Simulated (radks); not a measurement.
Polarisability of the phosphorus ion P5+, [Ne], at imaginary frequency. Method: non-relativistic Kohn-Sham, LDA (Slater exchange, Perdew-Wang correlation), spin-polarised, spherical densities, point nucleus; computed with a radial shooting solver on a logarithmic mesh with Libxc functionals. Response by self-consistent Sternheimer equations with the Hartree and adiabatic LDA kernel.

w (hartree),alpha1(iw) (bohr^3),alpha2(iw) (bohr^5)
0.00266,0.1109,0.05828
0.0143,0.1109,0.05828
0.0360,0.1109,0.05828
0.0697,0.1109,0.05827
0.118,0.1108,0.05826
0.186,0.1108,0.05824
0.280,0.1107,0.05819
0.413,0.1105,0.05809
0.605,0.1100,0.05787
0.892,0.1090,0.05741
1.35,0.1067,0.05634
2.12,0.1012,0.05377
3.59,0.08760,0.04727
6.94,0.05787,0.03236
17.5,0.01873,0.01080

Static values: alpha1 = 0.1109 bohr^3 (0.01643 angstrom^3; uncoupled 0.1232), alpha2 = 0.05828 bohr^5, alpha3 = 0.04974 bohr^7. C6 = 0.06792, C8 = 0.1845, triple-dipole C9 = 0.005498 atomic units. One-pole (London) frequency 4 C6 / (3 alpha1^2) = 7.369 hartree, against 7.342 for minus the highest occupied eigenvalue. The dipole shielding factor is 0.667, as the force sum rule N/Z = 0.667 demands.
